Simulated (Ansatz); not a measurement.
Consider the redistribution: `CB(Cl)B[SiH3]` + `C=C(F)[SiH2]O` → `C=C(F)B[SiH3]` + `CB(Cl)[SiH2]O`.

Computed with Ansatz on PBE0-D4/def2-TZVP structures; ΔE is electronic, products minus reactants. CCSD(T)/CBS is the MP2 limit (def2-TZVPP, def2-QZVPP) plus CCSD(T) − MP2 in def2-TZVPP, frozen cores. DFT in def2-TZVPP. One conformer a species, not always the lowest.

| level | ΔE (kcal/mol) | difference from CCSD(T)/CBS |
| --- | --- | --- |
| PBE-D4 | -2.3 | -0.7 |
| ωB97X-V | -1.4 | 0.2 |
| B2PLYP | -1.8 | -0.2 |
| PBE | -2.4 | -0.8 |
| r2SCAN | -1.2 | 0.4 |
| PBE0 | -2.1 | -0.5 |
| HF/def2-TZVPP | -1.1 | 0.5 |
| MP2/def2-TZVPP | -1.5 | 0.1 |
| SCS-MP2/def2-TZVPP | -1.6 | 0.0 |
| MP2/def2-QZVPP | -1.3 | 0.3 |
| CCSD(T)/CBS | -1.6 | 0 |

Largest T1 diagnostic among the species: 0.013.
